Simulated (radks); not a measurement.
All-electron atom: Ta in [Xe] 4f14 5d3 6s2. All-electron calculation, Dirac Kohn-Sham, PBE, spin-unpolarised, spherical densities, point nucleus; open shells are shared between the two j in proportion to 2j + 1. Program: a radial shooting solver on a logarithmic mesh with Libxc functionals.

Radial electron density D(r) = 4 pi r^2 rho(r):

r (bohr),D(r) (e/bohr)
0.001729,16.84
0.002343,25.74
0.003201,38.49
0.004339,54.51
0.00588,72.87
0.008033,90.64
0.01089,101.6
0.01475,102.0
0.02016,94.31
0.02732,92.06
0.03732,108.2
0.05058,130.1
0.06855,127.2
0.09365,105.0
0.1269,110.7
0.172,119.9
0.235,81.00
0.3185,62.02
0.4316,73.25
0.5897,51.07
0.7991,25.20
1.083,15.21
1.48,8.012
2.005,3.383
2.718,1.734
3.713,0.8595
5.032,0.2625
6.819,0.04075
9.316,0.002417

D(r) has 4 maxima, at r = 0.0128, 0.0575, 0.160, 0.428 bohr, and minima at 0.0248, 0.104, 0.301 bohr, inside which lie 2.02, 11.14, 29.82 electrons.
